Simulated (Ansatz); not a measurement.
Geometry optimisation, RKS B3LYP-D4/6-31G* (Ansatz).

input.yaml

```yaml
crystal:
  periodic: [false, false, false]
  atoms:
    - { symbol: Si, position_ang: [-0.52959, 0.221349, -0.210849] }
    - { symbol: F, position_ang: [0.517952, -1.214989, 1.954743] }
    - { symbol: H, position_ang: [0.556211, 0.932638, 0.486935] }
    - { symbol: H, position_ang: [-0.922755, 1.041651, -1.393554] }
    - { symbol: H, position_ang: [-0.14316, -1.123152, -0.704611] }
    - { symbol: "N", position_ang: [-1.911586, 0.040309, 0.924974] }
    - { symbol: H, position_ang: [-2.58114, -0.649169, 0.591412] }
    - { symbol: Si, position_ang: [-2.589131, 1.292035, 1.940566] }
    - { symbol: H, position_ang: [-3.347487, 0.661489, 3.057495] }
    - { symbol: H, position_ang: [-1.466117, 2.092825, 2.48639] }
    - { symbol: H, position_ang: [-3.528471, 2.210494, 1.233333] }
    - { symbol: H, position_ang: [-0.392926, -1.105381, 2.125466] }
basis:
  gaussian: { orbitals: "6-31G*" }
hamiltonian:
  xc: b3lyp
  dispersion: d4
relax:
  f_tol: 0.03
  max_steps: 50
output:
  orbitals: {}
```

Run as:

```bash
$ ansatz run input.yaml --threads 2 --pin off --max-ram 3072MiB --backend cpu --events-out ev --progress --plain --runs-dir out
```

Task: Where does it end, and by what steps?

Result: It converged. The force dipped under the threshold on the way, but the program's further checks kept it going. After 10 steps the energy has fallen by 0.264 eV; F2 moved furthest, 0.91 Å.

| step | energy less start (eV) | largest force component (eV/Å) | accepted |
| --- | --- | --- | --- |
| 0 | 0.0000 | 0.772 | yes |
| 1 | -0.0712 | 1.968 | yes |
| 2 | -0.1789 | 0.945 | yes |
| 3 | -0.2172 | 0.234 | yes |
| 4 | -0.1148 | 0.743 | no |
| 5 | -0.2361 | 0.118 | yes |
| 6 | -0.2490 | 0.255 | yes |
| 7 | -0.2608 | 0.046 | yes |
| 8 | -0.2364 | 0.529 | no |
| 9 | -0.2632 | 0.011 | yes |
| 10 | -0.2639 | 0.020 | yes |

```xyz
12
Properties=species:S:1:pos:R:3
Si -0.525 0.295 -0.348
F -0.115 -1.100 2.604
H 0.473 1.164 0.312
H -1.036 0.973 -1.573
H 0.078 -1.002 -0.746
N -1.803 -0.024 0.832
H -2.524 -0.660 0.493
Si -2.399 1.174 1.990
H -2.988 0.462 3.150
H -1.239 1.992 2.404
H -3.443 2.060 1.401
H -0.817 -0.933 1.972
```

Whether the end is a true minimum wasn't checked by a vibrational analysis.

Time of the run: 30 s on 2 threads of Arm Neoverse V1 (shared host), peak memory 0.17 GiB.
